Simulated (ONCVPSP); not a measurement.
**lanthanum (La): ONCV pseudisation with revPBE, scalar-relativistic reference atom.**

Input for ONCVPSP 4.0.1:

```
# ATOM AND REFERENCE CONFIGURATION
# atsym  z   nc   nv     iexc    psfile
  La 57.00    9    4  -102130      upf
#
#   n    l    f
    1    0    2.00
    2    0    2.00
    2    1    6.00
    3    0    2.00
    3    1    6.00
    3    2   10.00
    4    0    2.00
    4    1    6.00
    4    2   10.00
    5    0    2.00
    5    1    6.00
    5    2    1.00
    6    0    1.75
#
# PSEUDOPOTENTIAL AND OPTIMIZATION
# lmax
    3
#
#   l,   rc,      ep,       ncon, nbas, qcut
    0    2.95    0.00    4    8    4.40
    1    2.20    0.00    4    8    6.70
    2    2.85    0.00    4    8    3.90
    3    2.40    0.08    4    7    4.70
#
# LOCAL POTENTIAL
# lloc, lpopt,  rc(5),   dvloc0
    4    4    2.10   -1.00
#
# VANDERBILT-KLEINMAN-BYLANDER PROJECTORs
# l, nproj, debl
    0    2    2.10
    1    2    1.30
    2    2    2.20
    3    3    2.30
#
# MODEL CORE CHARGE
# icmod, fcfact, rcfact
    0    0.00    0.00
#
# LOG DERIVATIVE ANALYSIS
# epsh1, epsh2, depsh
   -3.00    5.00    0.02
#
# OUTPUT GRID
# rlmax, drl
    6.00    0.01
#
# TEST CONFIGURATIONS
# ncnf
    4
# nvcnf
#   n    l    f
    4
    5    0    2.00
    5    1    6.00
    5    2    1.00
    6    0    2.00
#
    4
    5    0    2.00
    5    1    6.00
    5    2    1.00
    6    0    1.00
#
    4
    5    0    2.00
    5    1    6.00
    5    2    1.00
    6    0    0.00
#
    5
    5    0    2.00
    5    1    6.00
    5    2    0.00
    6    0    1.00
    4    3    1.00
#
```

Command:

```bash
oncvpsp.x < La.dat > La.out
```

Output (shortened: citation, most of the input echo, consistency checks and plot data are left out):

```
ONCVPSP  (Optimized Norm-Conservinng Vanderbilt PSeudopotential)
scalar-relativistic version 4.0.1

#   n    l    f        energy (Ha)
    1    0    2.00    -1.4242283E+03
    2    0    2.00    -2.2676539E+02
    2    1    6.00    -2.0322304E+02
    3    0    2.00    -4.8543037E+01
    3    1    6.00    -4.1027250E+01
    3    2   10.00    -3.0238559E+01
    4    0    2.00    -9.8439980E+00
    4    1    6.00    -7.4005488E+00
    4    2   10.00    -3.8659852E+00
    5    0    2.00    -1.4794448E+00
    5    1    6.00    -8.7265072E-01
    5    2    1.00    -1.5898876E-01
    6    0    1.75    -1.7422128E-01

Reference configufation results
  iterations    26
  all-electron total energy (Ha)   -8.49351048D+03

Begin loop to  construct optimized pseudo wave functions
and semi-local pseudopoentials for all angular momenta

Calculating optimized projector #   1

 for l=   0

    Fraction of norm inside rc  0.987210
    Optimizing pswf for qcut=   4.40 a_B^-1,  ecut=   9.67 Ha
    Residual kinetic energy error=  2.77D-07 Ha

    Energy error per electron        Cutoff
         Ha          eV             Ha
         0.01000     0.27211        2.05
         0.00100     0.02721        5.06
         0.00010     0.00272        6.82
         0.00001     0.00027        8.15

Calculating optimized projector #   2

 for l=   0

    Fraction of norm inside rc  0.151579
    Optimizing pswf for qcut=   4.40 a_B^-1,  ecut=   9.67 Ha
    Residual kinetic energy error=  1.85D-06 Ha

    Energy error per electron        Cutoff
         Ha          eV             Ha
         0.01000     0.27211        1.77
         0.00100     0.02721        5.30
         0.00010     0.00272        7.30
         0.00001     0.00027        8.82

   Wellstate for l =  1  n =  6
     eigenvalue =   0.4273
     asymptotic potential =   0.9273
     half-point radius =  3.5570

Calculating optimized projector #   1

 for l=   1

    Fraction of norm inside rc  0.771658
    Optimizing pswf for qcut=   6.69 a_B^-1,  ecut=  22.39 Ha
    Residual kinetic energy error=  9.06D-08 Ha

    Energy error per electron        Cutoff
         Ha          eV             Ha
         0.01000     0.27211        9.42
         0.00100     0.02721       13.42
         0.00010     0.00272       16.35
         0.00001     0.00027       18.71

Calculating optimized projector #   2

 for l=   1

    Fraction of norm inside rc  0.157690
    Optimizing pswf for qcut=   6.69 a_B^-1,  ecut=  22.39 Ha
    Residual kinetic energy error=  1.84D-07 Ha

    Energy error per electron        Cutoff
         Ha          eV             Ha
         0.01000     0.27211        9.47
         0.00100     0.02721       14.00
         0.00010     0.00272       17.07
         0.00001     0.00027       19.32

   Wellstate for l =  2  n =  8
     eigenvalue =   2.0410
     asymptotic potential =   2.5410
     half-point radius =  5.6608

Calculating optimized projector #   1

 for l=   2

    Fraction of norm inside rc  0.555752
    Optimizing pswf for qcut=   3.90 a_B^-1,  ecut=   7.60 Ha
    Residual kinetic energy error=  2.56D-05 Ha

    Energy error per electron        Cutoff
         Ha          eV             Ha
         0.01000     0.27211        4.13
         0.00100     0.02721        5.62
         0.00010     0.00272        6.94
         0.00001     0.00027       10.26

Calculating optimized projector #   2

 for l=   2

    Fraction of norm inside rc  0.167941
    Optimizing pswf for qcut=   3.90 a_B^-1,  ecut=   7.60 Ha
    Residual kinetic energy error=  8.94D-04 Ha

    Energy error per electron        Cutoff
         Ha          eV             Ha
         0.01000     0.27211        5.73
         0.00100     0.02721        7.46
         0.00010     0.00272       11.68
         0.00001     0.00027       28.82

WARNING wellstate: localized bound state found for n= 4 l= 3
WARNING this state with energy -0.20801580
WARNING will be used for the first projector

   Wellstate for l =  3  n =  7
     eigenvalue =   2.0920
     asymptotic potential =   2.5920
     half-point radius =  5.0477

   Wellstate for l =  3  n =  8
     eigenvalue =   4.3920
     asymptotic potential =   4.8920
     half-point radius =  4.3058

Calculating optimized projector #   1

 for l=   3

    Fraction of norm inside rc  0.942569
    Optimizing pswf for qcut=   4.71 a_B^-1,  ecut=  11.08 Ha
    Residual kinetic energy error=  1.12D-01 Ha

    Energy error per electron        Cutoff
         Ha          eV             Ha
         0.01000     0.27211       31.02
         0.00100     0.02721       37.11
         0.00010     0.00272       50.71
         0.00001     0.00027       82.66

Calculating optimized projector #   2

 for l=   3

    Fraction of norm inside rc  0.192643
    Optimizing pswf for qcut=   4.71 a_B^-1,  ecut=  11.08 Ha
    Residual kinetic energy error=  4.68D-01 Ha

    Energy error per electron        Cutoff
         Ha          eV             Ha
         0.01000     0.27211       41.63
         0.00100     0.02721       48.00
         0.00010     0.00272       61.44
         0.00001     0.00027       87.93

Calculating optimized projector #   3

 for l=   3

    Fraction of norm inside rc  0.155591
    Optimizing pswf for qcut=   4.71 a_B^-1,  ecut=  11.08 Ha
    Residual kinetic energy error=  1.35D+00 Ha

    Energy error per electron        Cutoff
         Ha          eV             Ha
         0.01000     0.27211       25.13
         0.00100     0.02721       41.60
         0.00010     0.00272       61.52
         0.00001     0.00027       87.00

Construct Vanderbilt / Kleinmman-Bylander projectors

B matrix Hermiticity error, ll=   0
   1   2    8.6808E-05

  Orthonormal projector coefficients  2.9584E+00  8.2048E-01

B matrix Hermiticity error, ll=   1
   1   2    1.3715E-04

  Orthonormal projector coefficients  3.7396E+00  4.5017E-01

B matrix Hermiticity error, ll=   2
   1   2    8.6139E-05

  Orthonormal projector coefficients  1.8399E+00  4.6271E-01

B matrix Hermiticity error, ll=   3
   1   2    2.0118E-04
   1   3   -3.4932E-04
   2   3    1.3527E-04

  Orthonormal projector coefficients -1.0555E+01 -5.8456E+00 -3.3272E+00

Pseudoatom total energy  -31.682274

Diagnostic tests using Vanderbilt-Kleinman-Bylander pseudopotentials
  1 or more projectors used as specified by nproj input data

   l    rcore       rmatch      e in        delta e   norm test  slope test

   0   2.9620891   3.0520246  -1.4794448   0.0000004   1.0001060   1.0000953
   0   2.9620891   3.0520246  -0.1742213   0.0000003   1.0000139   1.0000111

   1   2.2095156   2.2766012  -0.8726507  -0.0000025   1.0000758   1.0000849
   1   2.2095156   2.2766012   0.4273493   0.0000056   1.0002117   1.0002117

   2   2.8576579   2.9444226  -0.1589888   0.0000000   1.0000215   1.0000242
   2   2.8576579   2.9444226   2.0410112   0.0000237   1.0001120   1.0001120

   3   2.4025299   2.4754759  -0.2080158  -0.0000004   1.0000768   1.0000805
   3   2.4025299   2.4754759   2.0919842   0.0000052   1.0001693   1.0001693
   3   2.4025299   2.4754759   4.3919842   0.0000922   1.0001655   1.0001655

 Testing for bound ghosts
   n   l    E NL Schr. Eq   E Basis Diag.   E Cutoff

   1   0       -1.479444       -1.479444     30.30
   2   0       -0.174221       -0.169717     30.30

   2   1       -0.872653       -0.872629     62.09

   3   2       -0.158989       -0.157876     42.14

   4   3       -0.208016       -0.207904     67.52

 Testing for highly-localized positive-energy ghosts
       l    <radius>/rc     E Basis Diag.   E Cutoff

Test configuration 0

   n   l     f        eae           eps        diff
   1   0  2.0000-1424.22829069
   2   0  2.0000 -226.76539052
   2   1  6.0000 -203.22303533
   3   0  2.0000  -48.54303685
   3   1  6.0000  -41.02725026
   3   2 10.0000  -30.23855900
   4   0  2.0000   -9.84399799
   4   1  6.0000   -7.40054876
   4   2 10.0000   -3.86598516
   5   0  2.0000   -1.47944484   -1.47944443    4.13D-07
   5   1  6.0000   -0.87265072   -0.87265323   -2.51D-06
   5   2  1.0000   -0.15898876   -0.15898874    1.92D-08
   6   0  1.7500   -0.17422128   -0.17422101    2.63D-07

    Total energies and differences
      AE_ref= -8.49351048D+03  AE_tst= -8.49351048D+03  dif=  0.00D+00
      PS_ref= -3.16822738D+01  PS_tst= -3.16822738D+01  dif=  6.39D-14
      PSP excitation error= -6.39D-14

Test configuration 1

   n   l     f        eae           eps        diff
   1   0  2.0000-1424.17842200
   2   0  2.0000 -226.71569823
   2   1  6.0000 -203.17333538
   3   0  2.0000  -48.49333354
   3   1  6.0000  -40.97754683
   3   2 10.0000  -30.18886438
   4   0  2.0000   -9.79432690
   4   1  6.0000   -7.35088951
   4   2 10.0000   -3.81636008
   5   0  2.0000   -1.42994195   -1.42979577    1.46D-04
   5   1  6.0000   -0.82315572   -0.82315033    5.39D-06
   5   2  1.0000   -0.11240677   -0.11243674   -3.00D-05
   6   0  2.0000   -0.13369876   -0.13368948    9.29D-06

    Total energies and differences
      AE_ref= -8.49351048D+03  AE_tst= -8.49354894D+03  dif= -3.85D-02
      PS_ref= -3.16822738D+01  PS_tst= -3.17207340D+01  dif= -3.85D-02
      PSP excitation error=  5.75D-06

Test configuration 2

   n   l     f        eae           eps        diff
   1   0  2.0000-1424.39371560
   2   0  2.0000 -226.93017459
   2   1  6.0000 -203.38784539
   3   0  2.0000  -48.70781629
   3   1  6.0000  -41.19202994
   3   2 10.0000  -30.40331519
   4   0  2.0000  -10.00853866
   4   1  6.0000   -7.56502978
   4   2 10.0000   -4.03030930
   5   0  2.0000   -1.64284455   -1.64346017   -6.16D-04
   5   1  6.0000   -1.03558522   -1.03564418   -5.90D-05
   5   2  1.0000   -0.31057582   -0.31045801    1.18D-04
   6   0  1.0000   -0.30275539   -0.30281489   -5.95D-05

    Total energies and differences
      AE_ref= -8.49351048D+03  AE_tst= -8.49333224D+03  dif=  1.78D-01
      PS_ref= -3.16822738D+01  PS_tst= -3.15039780D+01  dif=  1.78D-01
      PSP excitation error= -4.89D-05

Test configuration 3

   n   l     f        eae           eps        diff
   1   0  2.0000-1424.64777205
   2   0  2.0000 -227.18318328
   2   1  6.0000 -203.64088873
   3   0  2.0000  -48.96071268
   3   1  6.0000  -41.44492582
   3   2 10.0000  -30.65619429
   4   0  2.0000  -10.26073173
   4   1  6.0000   -7.81708042
   4   2 10.0000   -4.28201759
   5   0  2.0000   -1.89151237   -1.89336096   -1.85D-03
   5   1  6.0000   -1.28198117   -1.28222869   -2.48D-04
   5   2  1.0000   -0.53763455   -0.53729066    3.44D-04

    Total energies and differences
      AE_ref= -8.49351048D+03  AE_tst= -8.49293680D+03  dif=  5.74D-01
      PS_ref= -3.16822738D+01  PS_tst= -3.11083506D+01  dif=  5.74D-01
      PSP excitation error= -2.40D-04

Test configuration 4

   n   l     f        eae           eps        diff
   1   0  2.0000-1424.16649427
   2   0  2.0000 -226.68126655
   2   1  6.0000 -203.14265378
   3   0  2.0000  -48.42063035
   3   1  6.0000  -40.90565945
   3   2 10.0000  -30.12060974
   4   0  2.0000   -9.74143844
   4   1  6.0000   -7.30521084
   4   2 10.0000   -3.78485154
   5   0  2.0000   -1.52409730   -1.52703092   -2.93D-03
   5   1  6.0000   -0.94043544   -0.94383081   -3.40D-03
   6   0  1.0000   -0.28281177   -0.28135745    1.45D-03
   4   3  1.0000   -0.19188927   -0.26368511   -7.18D-02

    Total energies and differences
      AE_ref= -8.49351048D+03  AE_tst= -8.49332291D+03  dif=  1.88D-01
      PS_ref= -3.16822738D+01  PS_tst= -3.15364147D+01  dif=  1.46D-01
      PSP excitation error=  4.17D-02
```

The run took about 8.8 s on one core of a shared server CPU.
